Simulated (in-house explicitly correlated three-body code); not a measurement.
Computed with an exponentially correlated three-body code. Model: two electrons around a point charge, non-relativistic, variational in 260 exponentially correlated functions (energies converged to about 1e-7 hartree, or 1e-8 relative for large Z).

For two electrons in a singlet the Kohn-Sham orbital is the square root of half the density, so the exact Kohn-Sham potential and energy parts follow from the density alone, and exchange is minus half the Hartree energy. The Kohn-Sham level equals minus the binding energy of the second electron.

Command:
```bash
python run_hyl.py task.json out
```
Settings (lengths in bohr, energies in hartree):
```
Z                      3.08
interaction_strength   1
functions              260
states_tried           13
```

Time taken, with all properties: 15 s on 1 thread of AMD EPYC 9R45 96-Core Processor (Zen 5), on a shared host.

**Electric-dipole lines between converged S and P states, rate of the upper state's decay.**

Given: nuclear charge 3.08.

```json
{"s state": "1 1S", "p state": "2 1P", "p minus s (eV)": "66.384", "oscillator strength from s": "0.46641", "rate (1/s)": "2.9729e+10"}
{"s state": "1 1S", "p state": "3 1P", "p minus s (eV)": "74.423", "oscillator strength from s": "0.11242", "rate (1/s)": "9.0059e+09"}
{"s state": "1 1S", "p state": "4 1P", "p minus s (eV)": "77.25", "oscillator strength from s": "0.044296", "rate (1/s)": "3.8234e+09"}
{"s state": "2 1S", "p state": "2 1P", "p minus s (eV)": "1.3502", "oscillator strength from s": "0.20546", "rate (1/s)": "5.4178e+06"}
{"s state": "2 1S", "p state": "3 1P", "p minus s (eV)": "9.3887", "oscillator strength from s": "0.26226", "rate (1/s)": "3.3438e+08"}
{"s state": "2 1S", "p state": "4 1P", "p minus s (eV)": "12.216", "oscillator strength from s": "0.073806", "rate (1/s)": "1.5931e+08"}
{"s state": "3 1S", "p state": "2 1P", "p minus s (eV)": "-7.6531", "oscillator strength from s": "-0.092695", "rate (1/s)": "2.3558e+08"}
{"s state": "3 1S", "p state": "3 1P", "p minus s (eV)": "0.38541", "oscillator strength from s": "0.35079", "rate (1/s)": "753690"}
{"s state": "3 1S", "p state": "4 1P", "p minus s (eV)": "3.2126", "oscillator strength from s": "0.27121", "rate (1/s)": "4.0487e+07"}
{"s state": "4 1S", "p state": "2 1P", "p minus s (eV)": "-10.705", "oscillator strength from s": "-0.01844", "rate (1/s)": "9.1702e+07"}
{"s state": "4 1S", "p state": "3 1P", "p minus s (eV)": "-2.6669", "oscillator strength from s": "-0.20127", "rate (1/s)": "6.2118e+07"}
{"s state": "4 1S", "p state": "4 1P", "p minus s (eV)": "0.16028", "oscillator strength from s": "0.48519", "rate (1/s)": "180290"}
{"s state": "2 3S", "p state": "2 3P", "p minus s (eV)": "2.3452", "oscillator strength from s": "0.29744", "rate (1/s)": "2.3662e+07"}
{"s state": "2 3S", "p state": "3 3P", "p minus s (eV)": "11.084", "oscillator strength from s": "0.19387", "rate (1/s)": "3.4451e+08"}
{"s state": "2 3S", "p state": "4 3P", "p minus s (eV)": "14.083", "oscillator strength from s": "0.05906", "rate (1/s)": "1.6943e+08"}
{"s state": "3 3S", "p state": "2 3P", "p minus s (eV)": "-8.1271", "oscillator strength from s": "-0.11372", "rate (1/s)": "3.2592e+08"}
{"s state": "3 3S", "p state": "3 3P", "p minus s (eV)": "0.61177", "oscillator strength from s": "0.49544", "rate (1/s)": "2.682e+06"}
{"s state": "3 3S", "p state": "4 3P", "p minus s (eV)": "?", "oscillator strength from s": "?", "rate (1/s)": "?"}
{"s state": "4 3S", "p state": "2 3P", "p minus s (eV)": "?", "oscillator strength from s": "?", "rate (1/s)": "?"}
{"s state": "4 3S", "p state": "3 3P", "p minus s (eV)": "-2.7535", "oscillator strength from s": "-0.24819", "rate (1/s)": "8.1653e+07"}
{"s state": "4 3S", "p state": "4 3P", "p minus s (eV)": "0.24566", "oscillator strength from s": "0.67988", "rate (1/s)": "593460"}
```

What belongs in the row 3 3S 4 3P?

p minus s (eV): 3.611; oscillator strength from s: 0.19481; rate (1/s): 3.6741e+07.

What belongs in the row 4 3S 2 3P?

p minus s (eV): -11.492; oscillator strength from s: -0.021004; rate (1/s): 1.2038e+08.

**Exact Kohn-Sham parts of the ground state from its density.**

Computed: total energy -7.71637974 hartree; Kohn-Sham kinetic 7.6764 hartree; Hartree energy 3.4023 hartree; exchange energy -1.7011 hartree; DFT correlation energy -0.043593 hartree; kinetic part of the DFT correlation energy 0.039998 hartree; potential part of the DFT correlation energy -0.083591 hartree; exact minus restricted Hartree-Fock -0.043577 hartree; restricted Hartree-Fock level -81.241 eV; C6 of two such species 0.06529 hartree·bohr⁶.

What is the Kohn-Sham level?

-80.904 eV.

What is the dipole polarisability?

0.1704 bohr³.

**Functionals on the exact density and self-consistent, errors are functional minus exact, hybrids only self-consistent, a dash where a self-consistent run leaves the top level unbound.**

```json
{"result": "BLYP", "exchange error (millihartree)": "6.4808", "correlation error (millihartree)": "-4.1374", "functional driven error (millihartree)": "2.3434", "density driven error (millihartree)": "-1.4827", "self consistent total error (millihartree)": "0.86066", "top level plus exact binding (eV)": "15.434"}
{"result": "LDA PW92", "exchange error (millihartree)": "238.01", "correlation error (millihartree)": "-92.434", "functional driven error (millihartree)": "145.58", "density driven error (millihartree)": "-2.0857", "self consistent total error (millihartree)": "143.49", "top level plus exact binding (eV)": "16.616"}
{"result": "RPBE", "exchange error (millihartree)": "-2.3898", "correlation error (millihartree)": "-1.2639", "functional driven error (millihartree)": "-3.6537", "density driven error (millihartree)": "-1.2295", "self consistent total error (millihartree)": "-4.8832", "top level plus exact binding (eV)": "15.599"}
{"result": "r2SCAN", "exchange error (millihartree)": "-4.578", "correlation error (millihartree)": "3.1409", "functional driven error (millihartree)": "-1.4371", "density driven error (millihartree)": "-0.29439", "self consistent total error (millihartree)": "-1.7315", "top level plus exact binding (eV)": "14.179"}
{"result": "LDA VWN5", "exchange error (millihartree)": "238.01", "correlation error (millihartree)": "-93.099", "functional driven error (millihartree)": "144.91", "density driven error (millihartree)": "-2.0756", "self consistent total error (millihartree)": "142.84", "top level plus exact binding (eV)": "16.607"}
{"result": "PBE0", "exchange error (millihartree)": "-", "correlation error (millihartree)": "-", "functional driven error (millihartree)": "-", "density driven error (millihartree)": "-", "self consistent total error (millihartree)": "18.181", "top level plus exact binding (eV)": "11.545"}
{"result": "r2SCAN0", "exchange error (millihartree)": "-", "correlation error (millihartree)": "-", "functional driven error (millihartree)": "-", "density driven error (millihartree)": "-", "self consistent total error (millihartree)": "?", "top level plus exact binding (eV)": "?"}
{"result": "OLYP", "exchange error (millihartree)": "4.1608", "correlation error (millihartree)": "-4.1374", "functional driven error (millihartree)": "0.023375", "density driven error (millihartree)": "-1.4506", "self consistent total error (millihartree)": "-1.4272", "top level plus exact binding (eV)": "15.524"}
{"result": "B3LYP VWN-RPA", "exchange error (millihartree)": "-", "correlation error (millihartree)": "-", "functional driven error (millihartree)": "-", "density driven error (millihartree)": "-", "self consistent total error (millihartree)": "-5.6854", "top level plus exact binding (eV)": "11.993"}
{"result": "TPSS", "exchange error (millihartree)": "-4.1917", "correlation error (millihartree)": "-2.2249", "functional driven error (millihartree)": "-6.4166", "density driven error (millihartree)": "-0.29796", "self consistent total error (millihartree)": "-6.7146", "top level plus exact binding (eV)": "14.651"}
{"result": "M06-L", "exchange error (millihartree)": "-19.383", "correlation error (millihartree)": "-1.94", "functional driven error (millihartree)": "-21.323", "density driven error (millihartree)": "-2.2795", "self consistent total error (millihartree)": "-23.603", "top level plus exact binding (eV)": "14.018"}
{"result": "SCAN", "exchange error (millihartree)": "?", "correlation error (millihartree)": "?", "functional driven error (millihartree)": "?", "density driven error (millihartree)": "?", "self consistent total error (millihartree)": "?", "top level plus exact binding (eV)": "?"}
{"result": "revTPSS", "exchange error (millihartree)": "-3.6453", "correlation error (millihartree)": "-4.9415", "functional driven error (millihartree)": "-8.5868", "density driven error (millihartree)": "-0.18554", "self consistent total error (millihartree)": "-8.7724", "top level plus exact binding (eV)": "14.383"}
{"result": "HSE06", "exchange error (millihartree)": "-", "correlation error (millihartree)": "-", "functional driven error (millihartree)": "-", "density driven error (millihartree)": "-", "self consistent total error (millihartree)": "16.041", "top level plus exact binding (eV)": "11.945"}
```

What belongs in the row r2SCAN0?

self consistent total error (millihartree): -0.42464; top level plus exact binding (eV): 10.412.

What belongs in the row SCAN?

exchange error (millihartree): -4.578; correlation error (millihartree): 3.1409; functional driven error (millihartree): -1.4371; density driven error (millihartree): -0.29439; self consistent total error (millihartree): -1.7315; top level plus exact binding (eV): 14.179.

**Density and exact potentials over r, pair density (one pair, times 4 pi r12^2) and exact minus Kohn-Sham pair density over r12.**

```json
{"radius (bohr)": "0.0692", "radial density (electrons/bohr)": "0.58803", "exchange potential (hartree)": "-2.7071", "intracule density (1/bohr)": "0.036813", "Coulomb hole against Kohn-Sham (1/bohr)": "-0.01252", "correlation potential (hartree)": "-0.041"}
{"radius (bohr)": "0.0806", "radial density (electrons/bohr)": "0.7445", "exchange potential (hartree)": "-2.6881", "intracule density (1/bohr)": "0.049968", "Coulomb hole against Kohn-Sham (1/bohr)": "-0.01635", "correlation potential (hartree)": "-0.038"}
{"radius (bohr)": "0.0938", "radial density (electrons/bohr)": "0.93106", "exchange potential (hartree)": "-2.6639", "intracule density (1/bohr)": "0.067593", "Coulomb hole against Kohn-Sham (1/bohr)": "-0.02114", "correlation potential (hartree)": "-0.033"}
{"radius (bohr)": "0.109", "radial density (electrons/bohr)": "1.1473", "exchange potential (hartree)": "-2.6334", "intracule density (1/bohr)": "0.090932", "Coulomb hole against Kohn-Sham (1/bohr)": "-0.02699", "correlation potential (hartree)": "-0.028"}
{"radius (bohr)": "0.127", "radial density (electrons/bohr)": "?", "exchange potential (hartree)": "?", "intracule density (1/bohr)": "?", "Coulomb hole against Kohn-Sham (1/bohr)": "?", "correlation potential (hartree)": "?"}
{"radius (bohr)": "0.148", "radial density (electrons/bohr)": "1.6753", "exchange potential (hartree)": "-2.5456", "intracule density (1/bohr)": "0.16425", "Coulomb hole against Kohn-Sham (1/bohr)": "-0.04251", "correlation potential (hartree)": "-0.015"}
{"radius (bohr)": "0.172", "radial density (electrons/bohr)": "1.9624", "exchange potential (hartree)": "-2.4867", "intracule density (1/bohr)": "0.21751", "Coulomb hole against Kohn-Sham (1/bohr)": "-0.05164", "correlation potential (hartree)": "-0.008"}
{"radius (bohr)": "0.201", "radial density (electrons/bohr)": "2.2589", "exchange potential (hartree)": "-2.4125", "intracule density (1/bohr)": "0.28815", "Coulomb hole against Kohn-Sham (1/bohr)": "-0.06146", "correlation potential (hartree)": "0"}
{"radius (bohr)": "0.234", "radial density (electrons/bohr)": "2.5241", "exchange potential (hartree)": "-2.3259", "intracule density (1/bohr)": "0.3743", "Coulomb hole against Kohn-Sham (1/bohr)": "-0.07035", "correlation potential (hartree)": "0.008"}
{"radius (bohr)": "0.272", "radial density (electrons/bohr)": "2.7359", "exchange potential (hartree)": "-2.2257", "intracule density (1/bohr)": "0.47708", "Coulomb hole against Kohn-Sham (1/bohr)": "-0.07696", "correlation potential (hartree)": "0.014"}
{"radius (bohr)": "0.317", "radial density (electrons/bohr)": "2.8697", "exchange potential (hartree)": "-2.1085", "intracule density (1/bohr)": "0.59779", "Coulomb hole against Kohn-Sham (1/bohr)": "-0.07943", "correlation potential (hartree)": "0.02"}
{"radius (bohr)": "0.369", "radial density (electrons/bohr)": "2.8936", "exchange potential (hartree)": "-1.978", "intracule density (1/bohr)": "0.72791", "Coulomb hole against Kohn-Sham (1/bohr)": "-0.0755", "correlation potential (hartree)": "0.024"}
{"radius (bohr)": "0.43", "radial density (electrons/bohr)": "2.7895", "exchange potential (hartree)": "-1.834", "intracule density (1/bohr)": "0.85811", "Coulomb hole against Kohn-Sham (1/bohr)": "-0.06346", "correlation potential (hartree)": "0.025"}
{"radius (bohr)": "0.5", "radial density (electrons/bohr)": "2.5579", "exchange potential (hartree)": "-1.6825", "intracule density (1/bohr)": "0.96866", "Coulomb hole against Kohn-Sham (1/bohr)": "-0.04343", "correlation potential (hartree)": "0.024"}
{"radius (bohr)": "0.582", "radial density (electrons/bohr)": "2.2117", "exchange potential (hartree)": "-1.5243", "intracule density (1/bohr)": "1.0406", "Coulomb hole against Kohn-Sham (1/bohr)": "-0.01726", "correlation potential (hartree)": "0.021"}
{"radius (bohr)": "0.678", "radial density (electrons/bohr)": "1.7862", "exchange potential (hartree)": "-1.3639", "intracule density (1/bohr)": "1.0512", "Coulomb hole against Kohn-Sham (1/bohr)": "0.01027", "correlation potential (hartree)": "0.017"}
{"radius (bohr)": "0.789", "radial density (electrons/bohr)": "1.3375", "exchange potential (hartree)": "-1.2082", "intracule density (1/bohr)": "0.98619", "Coulomb hole against Kohn-Sham (1/bohr)": "0.03234", "correlation potential (hartree)": "0.012"}
{"radius (bohr)": "0.919", "radial density (electrons/bohr)": "0.91396", "exchange potential (hartree)": "-1.0592", "intracule density (1/bohr)": "0.84621", "Coulomb hole against Kohn-Sham (1/bohr)": "0.04357", "correlation potential (hartree)": "0.008"}
{"radius (bohr)": "1.07", "radial density (electrons/bohr)": "0.56351", "exchange potential (hartree)": "-0.92177", "intracule density (1/bohr)": "0.65358", "Coulomb hole against Kohn-Sham (1/bohr)": "0.04196", "correlation potential (hartree)": "0.005"}
{"radius (bohr)": "1.25", "radial density (electrons/bohr)": "?", "exchange potential (hartree)": "?", "intracule density (1/bohr)": "?", "Coulomb hole against Kohn-Sham (1/bohr)": "?", "correlation potential (hartree)": "?"}
{"radius (bohr)": "1.45", "radial density (electrons/bohr)": "0.14658", "exchange potential (hartree)": "-0.68793", "intracule density (1/bohr)": "0.26254", "Coulomb hole against Kohn-Sham (1/bohr)": "0.01705", "correlation potential (hartree)": "0.002"}
{"radius (bohr)": "1.69", "radial density (electrons/bohr)": "0.05876", "exchange potential (hartree)": "-0.59122", "intracule density (1/bohr)": "0.12932", "Coulomb hole against Kohn-Sham (1/bohr)": "0.006271", "correlation potential (hartree)": "0.001"}
```

What belongs in the row 0.127?

radial density (electrons/bohr): 1.3983; exchange potential (hartree): -2.5944; intracule density (1/bohr): 0.12251; Coulomb hole against Kohn-Sham (1/bohr): -0.03415; correlation potential (hartree): -0.022.

What belongs in the row 1.25?

radial density (electrons/bohr): 0.30345; exchange potential (hartree): -0.79507; intracule density (1/bohr): 0.4411; Coulomb hole against Kohn-Sham (1/bohr): 0.03059; correlation potential (hartree): 0.003.

The density-driven part is never positive, since each functional's own density lowers its energy. Here it is small beside the functional-driven part (median ratio 0.16), the normal case. The correlation energy of density-functional theory lies 0.016 millihartree below exact minus Hartree-Fock, because the Hartree-Fock density, unlike the exact one, minimises the Hartree-Fock energy.
